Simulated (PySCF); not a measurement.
H4O4P (SMILES OP(O)(O)=[OH+]), charge +1, singlet, at a GFN2-xTB geometry. Base run: M062X/3-21G in PySCF.

The PySCF input:
```python
from pyscf import gto, scf, dft

mol = gto.M(
    atom='''
O    -0.96192897   -0.86978286   -0.83856443
P     0.00000000   -0.00000000   -0.00000000
O     0.78962283   -0.78137868    1.07282944
O     1.03353984    0.60499053   -0.97509063
O    -0.86123370    1.04617101    0.74082562
H    -0.61143538   -1.45014776   -1.51920789
H     0.34859854   -1.06854415    1.87655717
H     1.83022487    1.01777803   -0.63180629
H    -1.56738803    1.50091388    0.27445701
''',
    basis='3-21g',
    charge=1,
    verbose=4,
)

mf = dft.RKS(mol)
mf.xc = 'm062x'
mf.kernel()
mf.analyze()
```

The base run was repeated with changes; each row names its change, and settings that it needs were set with it.

```json
[
 {"change": "base", "ΔE vs base (µEh)": "0.0", "fitting functions": "-"},
 {"change": "auxbasis = cc-pvdz-jkfit", "ΔE vs base (µEh)": "18.0", "fitting functions": "484"},
 {"change": "auxbasis = default (with mf = mf.density_fit())", "ΔE vs base (µEh)": "231", "fitting functions": "508"},
 {"change": "auxbasis = cc-pvqz-jkfit", "ΔE vs base (µEh)": "-56.1", "fitting functions": "776"},
 {"change": "auxbasis = even-tempered beta=3.0", "ΔE vs base (µEh)": "-358", "fitting functions": "224"},
 {"change": "auxbasis = cc-pvtz-ri", "ΔE vs base (µEh)": "-3689", "fitting functions": "566"},
 {"change": "exchange = seminumerical (SGX) (with mf = sgx.sgx_fit(mf, auxbasis='def2-universal-jfit'); with mf.with_df.dfj = True)", "ΔE vs base (µEh)": "-932", "fitting functions": "291"},
 {"change": "auxbasis = def2-universal-jkfit", "ΔE vs base (µEh)": "231", "fitting functions": "508"},
 {"change": "auxbasis = even-tempered beta=2.0", "ΔE vs base (µEh)": "24.9", "fitting functions": "348"},
 {"change": "auxbasis = cc-pvtz-jkfit", "ΔE vs base (µEh)": "-86.0", "fitting functions": "557"}
]
```

A fitting set is made for a task (jfit for Coulomb, jkfit for Coulomb and exchange, ri for correlation) and for a family of orbital bases.
